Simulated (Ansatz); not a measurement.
## Setting up BBr2F (SMILES FB(Br)Br) in Ansatz

BBr2F has 4 atoms, charge 0, and is taken as a singlet. As SMILES, `FB(Br)Br`. The coordinates come from a PBE0-D4/def2-TZVP relaxation. The run starts from this shape.

```csv
atom,x (Å),y (Å),z (Å)
F,1.3166,0.4660,0.3644
B,0.1240,0.0438,0.0342
Br,-0.4830,-1.6294,0.7015
Br,-0.9575,1.1197,-1.1000
```

Settings wanted:

```yaml
basis_set: 3-21G
integral_approximation: automatic
walk_f_tol: 0.002 eV/angstrom
task: optimise
method: HF
reference: RHF
accuracy: medium
start_density: atoms
d_and_f_functions: Cartesian
```

Problem. Write the Ansatz 0.2.0 input and the command.

Solution. This one ran through:

run.yaml:
```yaml
crystal:
  periodic: [false, false, false]
  atoms:
    - {symbol: F, position_ang: [1.316550, 0.465960, 0.364370]}
    - {symbol: B, position_ang: [0.123960, 0.043770, 0.034160]}
    - {symbol: Br, position_ang: [-0.483040, -1.629420, 0.701450]}
    - {symbol: Br, position_ang: [-0.957470, 1.119690, -1.099980]}
basis:
  gaussian:
    orbitals: 3-21G.json
hamiltonian:
  xc: hf
relax:
  f_tol: 0.002
output:
  orbitals: {seedname: orbitals}
```

```bash
$ ansatz run run.yaml --threads 1 --pin off --max-ram 3480MiB --events-out events.jsonl --progress --plain --runs-dir runs
```

(Basis files named in the input come from the Basis Set Exchange and aren't shown.)

Calculated total energy at the end of the run: -5243.67283 Eh.
